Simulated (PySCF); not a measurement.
C4H5F3Si, SMILES C#CC[SiH2]C(F)(F)F, GFN2-xTB optimised geometry.

```
13

C     -3.18    -2.14     3.14
C     -2.57    -1.56     2.28
C     -1.84    -0.87     1.25
Si     0.04    -1.02     1.50
C      0.79    -0.01     0.00
F      2.14    -0.01     0.00
F      0.42    -0.51    -1.20
F      0.42     1.28     0.00
H     -3.72    -2.64     3.88
H     -2.14     0.18     1.26
H     -2.13    -1.28     0.28
H      0.54    -0.33     2.69
H      0.56    -2.37     1.33
```

Density from CAM-B3LYP/def2-TZVP run with PySCF 2.14.0 at that geometry.

Minimum of the electron density along straight lines between bonded atoms, close to the bond critical point (lines longer than 1.1 times the sum of covalent radii, or with two minima, are not listed):

```csv
bond,length / Å,ρ at the minimum / e bohr⁻³,∇²ρ there / e bohr⁻⁵,position (fraction from the first atom)
C1–C2,1.197,0.423,-1.22,0.48
C2–C3,1.444,0.277,___,0.53
C3–Si4,1.904,0.118,0.12,0.61
Si4–C5,1.951,0.112,___,0.38
C5–F6,1.347,0.278,-0.44,0.34
C5–F7,1.350,0.276,-0.45,0.34
C5–F8,1.350,0.276,-0.45,0.34
C1–H9,1.049,___,-1.15,0.66
C3–H10,1.095,0.274,-0.93,0.65
C3–H11,1.095,0.274,-0.93,0.65
Si4–H12,1.461,0.129,0.16,0.49
Si4–H13,1.461,0.129,0.16,0.49
```

Q: Fill in the missing entries.

A: 
- C2–C3, ∇²ρ there / e bohr⁻⁵: -0.77
- Si4–C5, ∇²ρ there / e bohr⁻⁵: 0.15
- C1–H9, ρ at the minimum / e bohr⁻³: 0.300
